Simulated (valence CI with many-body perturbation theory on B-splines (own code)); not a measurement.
# Which ion has this spectrum?

A relativistic CI+MBPT calculation for an atom or ion with 15 electrons gives these levels (eV):

```
  J  Parity       E     g
3/2     odd   0.000  1.99
3/2     odd   4.629  0.84
5/2     odd   4.921  1.20
1/2     odd   7.968  0.66
3/2     odd   8.367  1.30
5/2    even  28.996  1.60
3/2    even  29.751  1.73
1/2    even  30.116  2.67
3/2    even  35.929  0.81
5/2    even  36.051  1.20
3/2    even  41.351  1.33
1/2    even  41.853  0.97
1/2    even  43.289  1.70
3/2    even  45.591  0.42
```

The energies are calculated, with errors of perhaps 200 cm⁻¹, more in some levels.

(1) Which is it?
A. Co12+
B. Cr9+
C. Sc6+
D. Ti7+

Answers

(1) B. Cr9+, ground level 3s2.3p3 4S°_3/2.
